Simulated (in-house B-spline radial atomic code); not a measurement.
Settings and results of a run for the magnesium ion Mg³⁺ (an excited or competing configuration). Method: scalar-relativistic (X2C) M06-L, spin-polarised, spherical fractional occupations, Fermi nucleus of rms radius 3.057 fm. Calculated with a radial B-spline atomic code at the basis-set limit.

Command:
```bash
python run_scf.py task.json out
```
Settings (nuclear radius in fm, mass in u):
```
Z                12
configuration    [He] 2s1 2p5 3s1
hamiltonian      x2c
method           m06l
spin_polarised   True
nucleus          fermi
rms_radius       3.057
atomic_mass      23.98504
speed_of_light   137.035999084
```

Output (hartree, bohr):
```
 radial grid: 72 intervals, B-splines of order 8, outer radius 31.7 bohr

 iter        energy (Eh)    residual
    1        -192.797746    3.22e-02
    2        -192.800281    7.01e-03
    3        -192.803002    5.29e-03
    4        -192.803017    4.01e-03
    5        -192.803026    3.06e-03
    6        -192.803031    2.34e-03
    7        -192.803034    1.80e-03
    8        -192.803036    1.40e-03
    9        -192.803037    1.09e-03
   10        -192.803038    8.55e-04
   11        -192.803039    6.76e-04
   12        -192.803039    5.68e-04
   13        -192.803040    4.80e-04
   14        -192.803040    4.06e-04
   15        -192.803040    3.44e-04
   16        -192.803040    2.92e-04
   17        -192.803040    7.10e-05
   18        -192.803040    1.99e-05
   19        -192.803040    2.43e-06
   20        -192.803040    1.52e-06
   21        -192.803040    2.16e-07

 total energy                      -192.80304
 kinetic                             193.1365
 electron-nucleus                   -442.5394
 Hartree                              70.9885
 exchange-correlation                -14.3887

 orbital      occ     eigenvalue          <r>       <r^2>       <1/r>       <r^4>     <1/r^3>       r_max
 1s up      1.000       -49.6485     0.130244   0.0228863     11.6796  0.00136913           -     0.08524
 1s down    1.000       -49.5270     0.130222   0.0228529     11.6744  0.00135713           -     0.08535
 2s up      1.000        -5.5776     0.645633    0.495156     2.26908    0.443003           -      0.5272
 2p up      3.000        -4.3111     0.609776    0.462859     2.13771    0.456469     30.6491      0.4547
 2p down    2.000        -3.9779     0.620874    0.480997       2.113     0.48829     30.2445      0.4553
 3s up      1.000        -1.3669      1.98322     4.45974    0.693927     29.9232           -       1.786
```

Run time, properties included: 1.6 s on 1 thread of Arm Neoverse V1, with other jobs on the host.

States collapsed into the nucleus by a negative tau potential were left out of the aufbau.
